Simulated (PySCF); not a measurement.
CH$_{6}$F$_{2}$OSi$_{2}$, singlet, geometry from GFN2-xTB, atoms displaced at random by about 0.03 Å a coordinate; DF-R2SCAN/STO-3G, gradient run with PySCF.

PySCF was given this input:
```python
from pyscf import gto, scf, dft

mol = gto.Mole()
mol.atom = '''
    Si    1.003241    0.597969    0.797818
    F     2.146987   -0.465320    0.819906
    F     1.683857    1.714553   -0.190397
    O    -0.334661   -0.062196    0.176099
    Si   -1.238738   -0.901951   -0.952481
    C    -2.968319   -0.647688   -0.360762
    H     0.721485    1.075062    2.071945
    H    -0.973068   -0.220374   -2.262620
    H    -0.769131   -2.254299   -0.905359
    H    -3.280381    0.424435   -0.352135
    H    -3.676280   -1.147868   -1.044582
    H    -3.161861   -1.040759    0.565521
'''
mol.basis = 'sto-3g'
mol.charge = 0
mol.spin = 0
mol.verbose = 4
mol.build()

mf = dft.RKS(mol)
mf.xc = 'r2scan'
mf = mf.density_fit(auxbasis='def2-universal-jkfit')
mf.kernel()
g = mf.nuc_grad_method()
g.auxbasis_response = False
grad = g.kernel()
```

The log (banner, timings and long lists left out):

```
PySCF version 2.14.0

[INPUT] verbose = 4
[INPUT] num. atoms = 12
[INPUT] num. electrons = 66
[INPUT] charge = 0
[INPUT] spin (= nelec alpha-beta = 2S) = 0
[INPUT] symmetry False subgroup None
[INPUT] Mole.unit = angstrom
[INPUT] Symbol           X                Y                Z      unit          X                Y                Z       unit  Magmom
[INPUT]  1 Si     1.003241000000   0.597969000000   0.797818000000 AA    1.895850726935   1.129997640980   1.507657517248 Bohr   0.0
[INPUT]  2 F      2.146987000000  -0.465320000000   0.819906000000 AA    4.057217423002  -0.879327360283   1.549397787888 Bohr   0.0
[INPUT]  3 F      1.683857000000   1.714553000000  -0.190397000000 AA    3.182028562932   3.240035596051  -0.359798184939 Bohr   0.0
[INPUT]  4 O     -0.334661000000  -0.062196000000   0.176099000000 AA   -0.632417634573  -0.117533406043   0.332778880810 Bohr   0.0
[INPUT]  5 Si    -1.238738000000  -0.901951000000  -0.952481000000 AA   -2.340875560091  -1.704440367778  -1.799928228852 Bohr   0.0
[INPUT]  6 C     -2.968319000000  -0.647688000000  -0.360762000000 AA   -5.609309960343  -1.223952934167  -0.681741376150 Bohr   0.0
[INPUT]  7 H      0.721485000000   1.075062000000   2.071945000000 AA    1.363409052982   2.031572746927   3.915408595162 Bohr   0.0
[INPUT]  8 H     -0.973068000000  -0.220374000000  -2.262620000000 AA   -1.838832020578  -0.416446504975  -4.275732123963 Bohr   0.0
[INPUT]  9 H     -0.769131000000  -2.254299000000  -0.905359000000 AA   -1.453446943913  -4.260007712881  -1.710880554410 Bohr   0.0
[INPUT] 10 H     -3.280381000000   0.424435000000  -0.352135000000 AA   -6.199021674227   0.802065907680  -0.665438708874 Bohr   0.0
[INPUT] 11 H     -3.676280000000  -1.147868000000  -1.044582000000 AA   -6.947162357216  -2.169156147152  -1.973973894650 Bohr   0.0
[INPUT] 12 H     -3.161861000000  -1.040759000000   0.565521000000 AA   -5.975051333943  -1.966749471676   1.068679807690 Bohr   0.0

nuclear repulsion = 394.329267121353
number of shells = 28
number of NR pGTOs = 132
number of NR cGTOs = 44
basis = sto-3g
ecp = {}

******** <class 'pyscf.df.df_jk.DFRKS'> ********
method = DFRKS
initial guess = minao
damping factor = 0
level_shift factor = 0
DIIS = <class 'pyscf.scf.diis.CDIIS'>
diis_start_cycle = 1
diis_space = 8
diis_damp = 0
SCF conv_tol = 1e-09
SCF conv_tol_grad = None
SCF max_cycles = 50
direct_scf = False
XC library pyscf.dft.libxc version 7.1.2
    S. Lehtola, C. Steigemann, M. J. T. Oliveira, and M. A. L. Marques,  SoftwareX 7, 1–5 (2018)
XC functionals = r2scan
    J. W. Furness, A. D. Kaplan, J. Ning, J. P. Perdew, and J. Sun,  J. Phys. Chem. Lett. 11, 8208–8215 (2020)
    J. W. Furness, A. D. Kaplan, J. Ning, J. P. Perdew, and J. Sun,  J. Phys. Chem. Lett. 11, 9248–9248 (2020)
    J. W. Furness, A. D. Kaplan, J. Ning, J. P. Perdew, and J. Sun,  J. Phys. Chem. Lett. 11, 8208–8215 (2020)
    J. W. Furness, A. D. Kaplan, J. Ning, J. P. Perdew, and J. Sun,  J. Phys. Chem. Lett. 11, 9248–9248 (2020)
radial grids:
    Treutler-Ahlrichs [JCP 102, 346 (1995); DOI:10.1063/1.469408] (M4) radial grids

becke partition: Becke, JCP 88, 2547 (1988); DOI:10.1063/1.454033
pruning grids: <function nwchem_prune>
grids dens level: 3
symmetrized grids: False
atomic radii adjust function: <function treutler_atomic_radii_adjust>
small_rho_cutoff = 0
Set gradient conv threshold to 3.16228e-05
Initial guess from minao.
tot grids = 153936
init E= -884.635789703129
  HOMO = -0.399425230063367  LUMO = 0.00311294255768912  gap/eV = 10.95362
cycle= 1 E= -884.150605015675  delta_E= 0.485  |g|= 0.821  |ddm|= 4.08
  HOMO = 0.085339989122848  LUMO = 0.224543697807367  gap/eV = 3.78793
cycle= 2 E= -883.975050558765  delta_E= 0.176  |g|= 1.23  |ddm|= 3.03
  HOMO = -0.0855312071519825  LUMO = 0.196318954914287  gap/eV = 7.66953
cycle= 3 E= -884.398327480033  delta_E= -0.423  |g|= 0.213  |ddm|= 1.82
  HOMO = -0.085630911439961  LUMO = 0.21368526675385  gap/eV = 8.14481
cycle= 4 E= -884.412430140382  delta_E= -0.0141  |g|= 0.0656  |ddm|= 0.439
  HOMO = -0.0962856610366533  LUMO = 0.208837964613611  gap/eV = 8.30284
cycle= 5 E= -884.413847107374  delta_E= -0.00142  |g|= 0.0093  |ddm|= 0.11
  HOMO = -0.0972136557158725  LUMO = 0.208123824185455  gap/eV = 8.30866
cycle= 6 E= -884.413882328144  delta_E= -3.52e-05  |g|= 0.00248  |ddm|= 0.0205
  HOMO = -0.0973766974393987  LUMO = 0.208083545856691  gap/eV = 8.31200
cycle= 7 E= -884.413884720781  delta_E= -2.39e-06  |g|= 0.000393  |ddm|= 0.00491
  HOMO = -0.0973749347519215  LUMO = 0.20811387011911  gap/eV = 8.31277
cycle= 8 E= -884.413884778105  delta_E= -5.73e-08  |g|= 0.000107  |ddm|= 0.000776
  HOMO = -0.0973774157659261  LUMO = 0.208114857303011  gap/eV = 8.31287
cycle= 9 E= -884.413884782015  delta_E= -3.91e-09  |g|= 1.63e-05  |ddm|= 0.00018
  HOMO = -0.0973800492864785  LUMO = 0.208112290841953  gap/eV = 8.31287
cycle= 10 E= -884.413884782098  delta_E= -8.25e-11  |g|= 4.29e-06  |ddm|= 3.01e-05
  HOMO = -0.097379297505272  LUMO = 0.208112785244191  gap/eV = 8.31286
Extra cycle  E= -884.413884782099  delta_E= -6.82e-13  |g|= 4.09e-06  |ddm|= 1.46e-05
converged SCF energy = -884.413884782099

******** <class 'pyscf.df.grad.rks.Gradients'> for <class 'pyscf.df.df_jk.DFRKS'> ********
unit = Eh/Bohr
grid_response = False
--------------- DFRKS gradients ---------------
         x                y                z
0 Si     0.0252690670    -0.0142661762     0.0480769659
1 F    -0.0463299411     0.0491178655    -0.0064766414
2 F     0.0056149606    -0.0102172969     0.0030637199
3 O     0.0121395889     0.0001191291    -0.0031094070
4 Si    -0.0411659604    -0.0487417219    -0.0097521247
5 C     0.0233421040    -0.0288363606     0.0716023517
6 H     0.0084042097    -0.0149048859    -0.0312497330
7 H     0.0091469069     0.0165063345    -0.0111703896
8 H     0.0036232043     0.0139606961     0.0067197404
9 H    -0.0104386179     0.0147312699    -0.0002761237
10 H    -0.0025606704    -0.0026157303    -0.0019123084
11 H     0.0062857096     0.0246236631    -0.0630495377
----------------------------------------------
```
